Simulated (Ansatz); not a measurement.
`C[SiH]1[SiH2]B1[SiH3]` and `C[SiH]1B[SiH2]1` differ in one atom or group.

Ansatz, PBE0-D4/def2-TZVP geometries, multiplicity 1. 

| property | `C[SiH]1[SiH2]B1[SiH3]` |
| --- | --- |
| LUMO energy (PBE/def2-TZVPP) / eV | -2.55 |
| HOMO–LUMO gap (ωB97M-V/def2-TZVPP) / eV | 8.32 |
| LUMO energy (PBE0/def2-TZVPP) / eV | -1.78 |
| HOMO energy (PBE0/def2-TZVPP) / eV | -6.51 |
| size of the dipole moment (PBE/def2-TZVPP) / D | 2.98 |
| HOMO energy (B3LYP/def2-TZVPP) / eV | -6.29 |

Task: Give the same properties after the change, and the shifts. (An estimate is asked.)

Result: The calculation gave: 
| property | `C[SiH]1B[SiH2]1` | shift |
| --- | --- | --- |
| LUMO energy (PBE/def2-TZVPP) / eV | -2.26 | 0.29 |
| HOMO–LUMO gap (ωB97M-V/def2-TZVPP) / eV | 8.49 | 0.17 |
| LUMO energy (PBE0/def2-TZVPP) / eV | -1.48 | 0.30 |
| HOMO energy (PBE0/def2-TZVPP) / eV | -6.37 | 0.14 |
| size of the dipole moment (PBE/def2-TZVPP) / D | 1.93 | -1.05 |
| HOMO energy (B3LYP/def2-TZVPP) / eV | -6.16 | 0.13 |

With PBE0 the HOMO rises by 0.14 eV and the LUMO rises by 0.30 eV, so the gap widens by about 0.16 eV. PBE moves the HOMO by 0.13 eV and ωB97M-V by 0.14 eV. Dipoles are sizes alone; their direction can turn.

B3LYP here is the variant with VWN-RPA as its local correlation; programs differ in this.
